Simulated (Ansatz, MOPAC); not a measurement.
Potential energy curve for H₃Al, SMILES [AlH3], singlet. The Al1–H4 bond (Al1 also carries H, H; H4 carries nothing else) is stretched with both fragments frozen at the PBE0/def2-TZVP optimised geometry.

Methods: UKS-PBE = Ansatz (a quantum-chemistry and plane-wave program) with unrestricted PBE/cc-pVDZ; PM7, restricted, heats of formation (MOPAC); FCI = full CI/cc-pVDZ, frozen core in Ansatz.

Energies relative to the lowest point of each curve near equilibrium, in kJ/mol:

```json
[
 {"R / Å": "1.27", "UKS-PBE": "106.1", "PM7": "156.6"},
 {"R / Å": "1.43", "UKS-PBE": "23.0", "PM7": "36.7"},
 {"R / Å": "1.52", "UKS-PBE": "4.8", "PM7": "8.5"},
 {"R / Å": "1.82", "UKS-PBE": "20.4", "PM7": "26.9"},
 {"R / Å": "1.97", "UKS-PBE": "50.2", "PM7": "68.3"},
 {"R / Å": "2.40", "UKS-PBE": "153.7", "PM7": "215.3"},
 {"R / Å": "2.58", "UKS-PBE": "195.5", "PM7": "274.3"},
 {"R / Å": "2.91", "UKS-PBE": "262.9", "PM7": "368.1"},
 {"R / Å": "3.19", "UKS-PBE": "300.2", "PM7": "432.2"},
 {"R / Å": "3.52", "UKS-PBE": "322.8", "PM7": "491.7"},
 {"R / Å": "4.24", "UKS-PBE": "337.5", "PM7": "577.6"},
 {"R / Å": "5.51", "UKS-PBE": "340.0", "PM7": "651.1"}
]
```

**Question.** Predict the corresponding FCI column.

**Answer.** 1.27: 101.8; 1.43: 20.0; 1.52: 3.3; 1.82: 25.6; 1.97: 58.6; 2.40: 166.5; 2.58: 207.0; 2.91: 266.2; 3.19: 300.4; 3.52: 324.9; 4.24: 344.4; 5.51: 348.5 (kJ/mol).

The unrestricted determinant behind UKS-PBE is spin-contaminated at 2.91 to 5.51 Å (<S²> up to 1.0, against 0.00 for a pure singlet). The restricted form behind PM7 keeps the bonding electrons paired and can't separate into open-shell fragments.
